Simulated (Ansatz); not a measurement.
Geometry optimisation, Ansatz 0.2.0, UKS PBE0-D4/def2-SVP.

Input file:

```yaml
crystal:
  periodic: [false, false, false]
  atoms:
    - { symbol: Ga, position_ang: [-0.125428, -0.109994, -0.055962] }
    - { symbol: H, position_ang: [0.069264, -0.058757, 1.505935] }
    - { symbol: O, position_ang: [1.294523, -0.456715, -1.095219] }
    - { symbol: H, position_ang: [2.128307, -0.631194, -0.643451] }
    - { symbol: C, position_ang: [-1.778929, 0.047949, -1.078536] }
    - { symbol: H, position_ang: [-2.296945, -0.924862, -1.044655] }
    - { symbol: H, position_ang: [-2.458289, 0.813139, -0.67293] }
    - { symbol: H, position_ang: [-1.549211, 0.283165, -2.127896] }
    - { symbol: H, position_ang: [0.295508, 0.085371, 3.352114] }
magnetization:
  spin_polarized: true
  initial_magnetization: 1
basis:
  gaussian: { orbitals: def2-SVP }
hamiltonian:
  xc: pbe0
  dispersion: d4
relax:
  f_tol: 0.03
  max_steps: 50
output:
  orbitals: {}
```

Launched with:

```bash
$ ansatz run input.yaml --threads 4 --pin off --max-ram 5120MiB --backend cpu --events-out ev --progress --plain --runs-dir out
```

**Question.** Where does it end, and by what steps?

**Answer.** The run converged. The force dipped under the threshold on the way, but the program's further checks kept it going. After 10 steps the energy has fallen by 0.029 eV; H9 moved furthest, 0.97 Å.

```tsv
step	energy less start (eV)	largest force component (eV/Å)	accepted
0	0.0000	0.149	yes
1	-0.0056	0.145	yes
2	-0.0069	0.076	yes
3	-0.0085	0.058	yes
4	-0.0141	0.174	yes
5	-0.0194	0.127	yes
6	-0.0248	0.091	yes
7	-0.0278	0.035	yes
8	-0.0285	0.019	yes
9	-0.0286	0.010	yes
10	-0.0286	0.020	yes
```

```xyz
9
Properties=species:S:1:pos:R:3
Ga -0.164 -0.167 -0.185
H 0.048 -0.151 1.372
O 1.296 -0.381 -1.200
H 2.120 -0.489 -0.715
C -1.816 0.021 -1.208
H -2.486 -0.832 -1.015
H -2.358 0.936 -0.921
H -1.593 0.058 -2.284
H 0.532 0.052 4.294
```

Whether the end is a true minimum wasn't checked by a vibrational analysis.

Run time: 19 s on 4 threads of Arm Neoverse V1 (shared host), peak memory 0.26 GiB.
